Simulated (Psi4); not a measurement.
C₂H₈AsGa, charge +1, doublet, at a GFN2-xTB geometry (such geometries of metal compounds can be far from the true shape) (a state made from the parent by changing its charge; the spin is typed, not shown lowest). Base run: M06-2X/STO-3G run with Psi4 1.11.

Here is a job for Psi4.
```
memory 2 GB

molecule {
1 2
  Ga    0.50532976   -0.76912323    0.42856976
  C     2.18075088   -1.00822260   -0.74843106
  H     2.93941108   -1.57004154   -0.19530775
  H     2.57382580   -0.02181408   -1.01762987
  H     1.91600849   -1.55731978   -1.65780981
  C    -0.66388948   -1.32958246    2.03113939
  H    -1.46056417   -1.99795485    1.68894488
  H    -1.10506600   -0.43500887    2.48407627
  H    -0.04740564   -1.85190956    2.76894452
  As   -0.81687037    1.33545781   -0.68067958
  H    -2.07682793    0.51836621   -0.56405774
  H    -0.54905036    0.71522543   -2.02664659
}

set basis sto-3g
set reference uks

energy('m06-2x')
print_variables()
```

The base run was repeated with changes; each row names its change, and settings that it needs were set with it.

```
change                        ΔE vs base (mEh)  SCF cycles  grid points  basis functions
----------------------------  ----------------  ----------  -----------  ---------------
base                                     0.000          21       255964               54
dft_spherical_points = 194               0.179          21       164599               54
d_convergence = 1e-8                     0.000          38       255964               54
df_basis_scf = cc-pvtz-jkfit             5.720          21       255964               54
dft_nuclear_scheme = becke              -0.026          21       253863               54
d_convergence = 1e-10                    0.000          58       255964               54
puream = false                         -1111.0          22       255964               56
dft_radial_points = 35                   217.3          20       121497               54
dft_radial_scheme = mura                13.161          20       259637               54
dft_radial_points = 50                   149.7          22       172925               54
dft_pruning_scheme = robust              0.166          21       174716               54
scf_type = dfdirj+link                  -1.879          21       255964               54
puream = true                            0.000          21       255964               54
```

Open shells are given as the SCF converged; they aren't shown to be the lowest states, and a large step between rows can be another state.
